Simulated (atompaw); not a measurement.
# titanium (Ti): one change to a PAW (atompaw) potential, before and after

* Element: titanium (Ti)
* Generator: atompaw 4.2.0.5
* Type: PAW
* Functional: PBE
* Relativity: scalar-relativistic
* Frozen core: [Ar]
* Valence charge: 4
* Reference configuration: 3d2 4s2 4p0
* Partial waves: 4s (bound): rc 2.65 bohr; 4s channel at 2.75 Ry: rc 2.75 bohr; 4p (bound, empty): rc 2.75 bohr; 4p channel at 0.5 Ry: rc 2.75 bohr; 3d (bound): rc 2.20 bohr; 3d channel at 3.45 Ry: rc 2.75 bohr
* Local potential: troulliermartins scheme with l = 3 at 0.5 Ry, radius 2.40 bohr
* Core correction: smooth core density matched at 2.20 bohr
* Augmentation charge: besselshape compensation charge, radius 2.75 bohr; PAW radius 2.75 bohr; waves and projectors: custom rrkj vanderbiltortho

All-electron outer shells of the reference configuration (PBE, scalar-relativistic, ld1.x):

```tsv
shell	level (eV)	outermost node (bohr)	outermost maximum (bohr)
3s	-62.63	0.40	0.87
3p	-38.86	0.37	0.90
4s	-4.47	1.24	2.92
3d	-4.26	–	0.98
4p	-1.47	1.39	3.80
```

Change: local potential ultrasoft scheme with l = 3 at 0.5 Ry, radius 2.40 bohr.

Cutoffs: the cutoffs (Ry, on a coarse ladder) from which the occupation-weighted sum of valence levels, in a spherical-Bessel basis at the reference potential, stays within 10 and 1 mRy of its value at 400 Ry; they do not see the model core or the augmentation charge, which bear on the density cutoff.

What does the change do?

The potential gets neither clearly harder nor softer (18 Ry and 21 Ry → 18 Ry and 21 Ry); the range in which the s phases agree widens (upper end 2.2 → 3.9); neither file shows a bound ghost.

| quantity | base | changed |
| --- | --- | --- |
| cutoff, loose | 18 Ry | 18 Ry |
| cutoff, tight | 21 Ry | 21 Ry |
| bound ghosts | none | none |
| s: phases at 2.76 bohr within 0.05 rad from the reference energy up to (Ry; the scan ends near 5) | 2.2 | 3.9 |
| p: phases at 2.76 bohr within 0.05 rad from the reference energy up to (Ry; the scan ends near 5) | 4.1 | 3.7 |
| d: phases at 2.76 bohr within 0.05 rad from the reference energy up to (Ry; the scan ends near 5) | 0.2 | 0.4 |
| lowest overlap eigenvalue by channel | s 0.82, p 0.67, d 0.68 | s 0.82, p 0.68, d 0.76 |

 The cutoffs see the waves, projectors and local potential, not the compensation charge or the core.
